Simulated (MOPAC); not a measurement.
MOPAC input (PM6):

```
PM6 FORCE THERMO(298,298) PRECISE LET CHARGE=1 GEO-OK AUX(PRECISION=9) THREADS=1
HBCl

B     0.00000000 1    0.00000000 1   -1.13743538 1
Cl   -0.00000000 1   -0.00000000 1    0.47401139 1
H     0.00000000 1   -0.00000000 1   -2.30513527 1
```

Which zero-point energy does it print?

7.51 kcal/mol, from the harmonic wavenumbers of PM6.
